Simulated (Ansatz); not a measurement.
Bond stretch in OLi (cation, charge +1), lowest triplet found (which spin is the ground state isn't settled by this scan).

Levels of theory: UKS-PBE = unrestricted PBE/aug-cc-pVDZ (Ansatz, a first-principles code); UKS-CAM-B3LYP = unrestricted CAM-B3LYP/aug-cc-pVDZ in Ansatz; FCI = Ansatz with full CI/aug-cc-pVDZ, frozen core.

Energies relative to the lowest point of each curve between 1.68 and 2.44 Å, where full CI is lowest, in kcal/mol; the last columns give the error against full CI:

```csv
R / Å,UKS-PBE,UKS-CAM-B3LYP,FCI,UKS-PBE − FCI,UKS-CAM-B3LYP − FCI
1.41,48.7,46.4,51.7,-3.0,-5.4
1.51,28.7,26.8,30.9,-2.1,-4.0
1.62,15.2,13.8,16.6,-1.4,-2.8
1.68,10.4,9.2,11.4,-1.1,-2.2
1.77,5.5,4.6,6.1,-0.7,-1.5
1.83,3.3,2.6,3.8,-0.4,-1.1
1.89,1.8,1.4,2.1,-0.3,-0.8
1.97,0.6,0.4,0.8,-0.1,-0.4
2.02,0.2,0.1,0.3,-0.1,-0.2
2.08,0.0,0.0,0.0,0.0,0.0
2.19,0.1,0.3,0.0,0.0,0.3
2.29,0.5,0.9,0.4,0.0,0.4
2.44,1.5,2.0,1.4,0.0,0.6
2.61,2.7,3.4,2.7,0.0,0.7
2.86,4.6,5.4,4.5,0.0,0.8
3.10,6.1,6.9,6.0,0.1,0.9
3.45,7.9,8.6,7.7,0.2,1.0
3.79,9.1,9.7,8.7,0.4,1.0
4.28,10.1,10.7,9.7,0.5,1.0
4.81,10.8,11.2,10.2,0.5,1.0
5.64,11.3,11.7,10.7,0.5,1.0
6.64,11.5,12.0,11.0,0.5,1.0
```

UKS-PBE is furthest from FCI at 1.41 (-3.0 kcal/mol, below); its mean absolute error over the points is 0.5 kcal/mol.

UKS-CAM-B3LYP is furthest from FCI at 1.41 (-5.4 kcal/mol, below); its mean absolute error over the points is 1.3 kcal/mol.
